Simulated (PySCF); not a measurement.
Species: C6H10NS (charge +1).
SMILES with atom numbers: `[CH3:1][NH2+:2][CH2:3][c:4]1[cH:5][cH:6][cH:7][s:8]1`

Geometry (GFN2-xTB, Å), atoms numbered from 1 in this order:
```xyz
18
C6H10NS angstrom
C     -2.947    0.067    0.196
N     -1.519   -0.274    0.340
C     -0.587    0.698   -0.329
C      0.825    0.294   -0.103
C      1.717   -0.222   -0.997
C      2.969   -0.504   -0.410
C      3.008   -0.213    0.915
S      1.528    0.429    1.487
H     -3.139    1.046    0.631
H     -3.567   -0.671    0.699
H     -3.216    0.093   -0.859
H     -1.263   -0.307    1.336
H     -1.342   -1.210   -0.046
H     -0.813    0.716   -1.397
H     -0.788    1.685    0.095
H      1.499   -0.382   -2.037
H      3.804   -0.907   -0.952
H      3.823   -0.331    1.600
```

NICS is the negative of the GIAO shielding at a point without a nucleus: at the ring centre (0) and 1 Å above and below it (1); zz is the component along the ring normal. Level: GIAO PBE0/pcSseg-1 (PySCF, non-relativistic, gas phase) on the GFN2-xTB geometry, one conformer.

Ring bond lengths (Å), with Mayer bond orders in brackets: C4–C5 1.364 (1.52), C5–C6 1.411 (1.29), C6–C7 1.357 (1.59), C7–S8 1.712 (1.17), S8–C4 1.744 (1.14).

**Question.** Give the NICS values of each ring in ppm.

**Answer.** 
| ring | type | NICS(0) | NICS(1), two faces | NICS(1)zz, two faces | rms pucker (Å) | centre to ring atoms, mean (Å) |
| --- | --- | --- | --- | --- | --- | --- |
| C4–C5–C6–C7–S8 | 5-membered ring with S; formal bonds all aromatic | -12.1 | -11.3 / -11.0 | -25.6 / -26.4 | 0.00 | 1.29 |

**Question.** What do they say, and how far can they be read as aromaticity?

**Answer.** 
- C4–C5–C6–C7–S8: mean NICS(1)zz -26.0 ppm, shielded. For a flat ring without four-coordinate atoms the NICS criterion counts such a value as aromatic.

**Question.** And the bond-length index? HOMA = 1 − mean of α(R − Ropt)² over the ring bonds, with Krygowski's 1993 parameters (CC: Ropt 1.388 Å, α 257.7 Å⁻²; CS: Ropt 1.677 Å, α 94.09 Å⁻²).

**Answer.** 
- C4–C5–C6–C7–S8: HOMA 0.79; the largest term is that of S8–C4, α(R − Ropt)² = 0.42. The geometric and the magnetic index point the same way.

**Question.** Give the inner angles of the rings and the Hirshfeld charges of the ring atoms.

**Answer.** 
- C4–C5–C6–C7–S8: C4 111.3° (-0.050 e), C5 112.6° (-0.049 e), C6 112.8° (-0.047 e), C7 112.5° (-0.044 e), S8 90.8° (+0.128 e); sum 540.0° against 540° for a flat convex ring.
